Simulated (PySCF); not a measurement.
## C⁺: excitation energy

C⁺ [He] 2s2 2p1 (2P) → C⁺ [He] 2s2 3d1 (2D), as a difference of total energies. All numbers are calculated (PySCF 2.14, the non-relativistic Hamiltonian (point nucleus), in aug-cc-pwCVDZ (5s4p2d, 27 functions)). Correlated levels: valence and next inner shell: nothing frozen. The calculations carry no spin-orbit coupling.

```csv
method,excitation energy (eV),error (eV)
UHF,19.891,+1.850
MP2 (valence and next inner shell),19.661,+1.620
SCS-MP2 (valence and next inner shell),19.583,+1.542
CCSD (valence and next inner shell),19.876,+1.835
CCSD(T) (valence and next inner shell),19.869,+1.828
CCSDT (valence and next inner shell),19.867,+1.826
```

Reference: 18.041 eV (measured; NIST levels, between the centres of gravity of the two terms).

Errors of the correlated levels include the incompleteness of this basis.

The promoted electron is Rydberg-like, and one or two diffuse shells describe it only roughly, which tends to raise the upper state.

The coupled-cluster amplitudes are large for the upper state (T1 above 0.03 or a double amplitude above 0.15), so a single reference is strained.
